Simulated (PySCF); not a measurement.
## From a computed spectrum to the compound

A species of 7 atoms with charge 1 has these harmonic modes (PBE0, small Gaussian bases with core potentials, PySCF 2.14.0):

```json
{"cm⁻¹": "72", "km/mol": "3.3", "symmetry": "e'"}
{"cm⁻¹": "72", "km/mol": "3.3", "symmetry": "e'"}
{"cm⁻¹": "76", "km/mol": "0.6", "symmetry": "a''"}
{"cm⁻¹": "166", "km/mol": "82.4", "symmetry": "a''"}
{"cm⁻¹": "227", "km/mol": "0.0", "symmetry": "e''"}
{"cm⁻¹": "227", "km/mol": "0.0", "symmetry": "e''"}
{"cm⁻¹": "308", "km/mol": "0.0", "symmetry": "a'"}
{"cm⁻¹": "357", "km/mol": "11.2", "symmetry": "e'"}
{"cm⁻¹": "357", "km/mol": "11.2", "symmetry": "e'"}
{"cm⁻¹": "696", "km/mol": "0.0", "symmetry": "a'"}
{"cm⁻¹": "735", "km/mol": "10.5", "symmetry": "e'"}
{"cm⁻¹": "735", "km/mol": "10.5", "symmetry": "e'"}
{"cm⁻¹": "2685", "km/mol": "51.5", "symmetry": "e'"}
{"cm⁻¹": "2685", "km/mol": "51.5", "symmetry": "e'"}
{"cm⁻¹": "2687", "km/mol": "0.0", "symmetry": "a'"}
```

Q: Which species is it, and in which structure?

A: [Pb(SH)3]+ (singlet):
```xyz
7

Pb    0.0000    0.0000    0.0000
S     2.3865    0.5263    0.0000
H     2.7506   -0.7811    0.0000
S    -1.6490    1.8036    0.0000
H    -0.6989    2.7726    0.0000
S    -0.7375   -2.3299    0.0000
H    -2.0517   -1.9915    0.0000
```
Ideal gas at 298.15 K and 1 bar: S = 389.7 J/(mol K), Cp = 110.8 J/(mol K), H − H(0 K) = 24.2 kJ/mol (rigid rotor, harmonic modes, spin degeneracy alone). 
 Other answers can fit too; this one was computed.
